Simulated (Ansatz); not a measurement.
Two isomers of CH8BGaSi: A = `[BH2][GaH][SiH2]C`, B = `[SiH3]B[CH2][GaH2]`.

Program: Ansatz. Geometries: PBE0-D4/def2-TZVP. ΔE: electronic, gas phase. CCSD(T)/CBS adds triple-zeta CCSD(T) − MP2 to the extrapolated MP2 energy (def2 sets, frozen cores). Functionals use def2-TZVPP. For Ga outer-core shells are correlated without core-valence functions, which leaves a few kJ/mol of doubt a bond. Scalar relativity is left out up to krypton. Each species was taken in one conformer, which may not be the lowest.

(1) Which is lower in electronic energy at CCSD(T)/CBS, and by how much? (Best estimate.)

(2) Give E(B) − E(A) in kcal/mol with B2PLYP, r2SCAN-D4, ωB97M-V, LDA (SPW92), PBE-D4, CCSD(T)/def2-TZVPP, CCSD(T)/def2-SVP. (An estimate is asked.)

Largest T1 diagnostic: 0.013.

Answers

(1) The calculation gave: B, by 3.8 kcal/mol.

(2) Computed: B2PLYP -3.2, r2SCAN-D4 -3.9, ωB97M-V -4.4, LDA (SPW92) -6.7, PBE-D4 -3.8, CCSD(T)/def2-TZVPP -4.5, CCSD(T)/def2-SVP -6.2. None reverses the order clearly.

The D4 term adds −1.5 kcal/mol with B3LYP and −0.8 kcal/mol with PBE0; it sums over pairs of atoms, weighted by their polarisabilities, and B3LYP, whose exchange is more repulsive, gets the larger term. In def2-TZVPP, CCSD(T) changes the Hartree–Fock value by −4.1 kcal/mol (the triples alone add −1.0 kcal/mol) and MP2 by −5.6 kcal/mol.

B3LYP here is the variant with VWN-RPA as its local correlation; programs differ in this.
